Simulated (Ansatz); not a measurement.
Computed with Ansatz on PBE0-D4/def2-TZVP structures; ΔE is electronic, products minus reactants. CCSD(T)/CBS adds triple-zeta CCSD(T) − MP2 to the extrapolated MP2 energy (def2 sets, frozen cores). DFT in def2-TZVPP. def2 core potentials past Kr. For Br, Te outer-core shells are correlated without core-valence functions, which leaves a few kJ/mol of doubt a bond. Scalar relativity is left out up to krypton. One conformer a species, not always the lowest.

Reaction (ligand exchange at the Si–Te bond): `C[SiH](N)[TeH]` + HBr → `C[SiH](N)Br` + H₂Te

`C[SiH](N)[TeH]`:

```xyz
11

C     1.166    0.825    0.545
Si   -0.309   -0.233    0.130
N     0.176   -1.365   -1.061
Te   -2.201    1.040   -0.910
H     1.542    1.335   -0.345
H     1.973    0.216    0.966
H     0.893    1.581    1.283
H    -0.873   -0.802    1.389
H    -0.485   -2.005   -1.471
H     1.113   -1.735   -1.066
H    -2.995    1.143    0.540
```

HBr:

```xyz
2

Br   -0.229    0.606    0.291
H     0.229   -0.606   -0.291
```

`C[SiH](N)Br`:

Cartesian coordinates in Å:
```
C -0.492 1.266 -0.397
Si 0.026 -0.514 -0.364
N 0.202 -1.043 1.249
Br 1.917 -0.663 -1.581
H 0.254 1.893 0.096
H -1.448 1.391 0.118
H -0.596 1.615 -1.426
H -0.923 -1.431 -1.033
H 0.733 -0.487 1.902
H 0.327 -2.026 1.436
```

H₂Te:

```xyz
3

Te   -0.655    0.116    0.402
H    -0.235   -0.816   -0.901
H     0.891    0.700    0.499
```

```json
{"level": "ωB97M-V", "ΔE (kJ/mol)": "-53.0"}
{"level": "MP2/CBS(def2)", "ΔE (kJ/mol)": "-44.1"}
```

Task: What does CCSD(T)/CBS give? (Best estimate.)

Result: Computed: -47.0 kJ/mol. The listed levels differ from it by -6.0, 2.9 kJ/mol.

Largest T1 diagnostic among the species: 0.010.

In def2-TZVPP, CCSD(T) changes the Hartree–Fock value by +12.4 kJ/mol (the triples alone add +1.9 kJ/mol) and MP2 by +15.3 kJ/mol. The D4 term adds +4.7 kJ/mol with B3LYP and +2.7 kJ/mol with PBE0; it sums over pairs of atoms, weighted by their polarisabilities, and B3LYP, whose exchange is more repulsive, gets the larger term.

B3LYP here is the variant with VWN-RPA as its local correlation; programs differ in this.
